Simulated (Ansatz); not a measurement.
Consider the ligand exchange at the Si–O bond: `O[SiH](Cl)Cl` + `O[SiH3]` → `[SiH3]O[SiH](Cl)Cl` + H₂O.

Computed with Ansatz on PBE0-D4/def2-TZVP structures; ΔE is electronic, products minus reactants. CCSD(T)/CBS is the MP2 limit (def2-TZVPP, def2-QZVPP) plus CCSD(T) − MP2 in def2-TZVPP, frozen cores. This one scheme is used for every species. DFT in def2-TZVPP. HSE06 is defined as in plane-wave codes. Each species was taken in one conformer, which may not be the lowest.

```
             level  ΔE (kJ/mol)
       LDA (SPW92)         -9.7
          HSE06-D4        -17.4
            revPBE         -7.9
              PBE0        -12.4
           r2SCANh        -14.3
             HSE06        -12.3
             BHLYP        -15.8
SCS-MP2/def2-TZVPP        -19.9
```

(1) What does CCSD(T)/CBS give? (Best estimate.)

Largest T1 diagnostic among the species: 0.011.

Answers

(1) Computed: -22.6 kJ/mol. The listed levels differ from it by 12.9, 5.2, 14.7, 10.2, 8.3, 10.3, 6.8, 2.7 kJ/mol.

Leaving LDA and LC-ωPBE aside and taking each functional with its dispersion term where it has one, the values, not all of them listed here, spread over 10.3 kJ/mol, from BHLYP-D4 to PBE-D4. From BLYP to BHLYP (50 % exact exchange), in def2-TZVPP and without D4, ΔE moves by −6.8 kJ/mol. The D4 term adds −8.8 kJ/mol with B3LYP and −5.2 kJ/mol with PBE0; it sums over pairs of atoms, weighted by their polarisabilities, and B3LYP, whose exchange is more repulsive, gets the larger term.

B3LYP here is the variant with VWN-RPA as its local correlation; programs differ in this.
